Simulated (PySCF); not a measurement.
# BBr: from constants to spectrum

RHF-CCSD(T) constants of BBr, ¹Σ⁺ (singlet), closed shell (basis B def2-TZVPPD, Br def2-TZVPPD; no relativity; PySCF 2.14; masses 11.0093 and 78.9183 u):

```
ωe              : 689.5 cm⁻¹
ωexe            : 3.78 cm⁻¹
Be              : 0.48441 cm⁻¹
αe              : 0.00412 cm⁻¹
D (centrifugal) : 9.56e-07 cm⁻¹
De to B + Br    : 4.46 eV
```

Problem. Estimate the standard entropy (1 bar) and heat capacity of the ideal gas at 298.15 K, rigid rotor with B0 and harmonic oscillator at the fundamental.

Solution. Translation (Sackur–Tetrode, M = 89.93 u): 165.0 J/(mol K). Rotation: q = kT/(σB0) = 430 with σ = 1, 58.7. Vibration: x = hcν0/kT = 3.29, 1.37. S° = 225.1 J/(mol K); Cp = 7R/2 + 3.62 = 32.7 J/(mol K).

Correlated steps freeze 10 core orbitals. Where the molecule has an RHF reference, its open-shell atoms are computed with UHF.
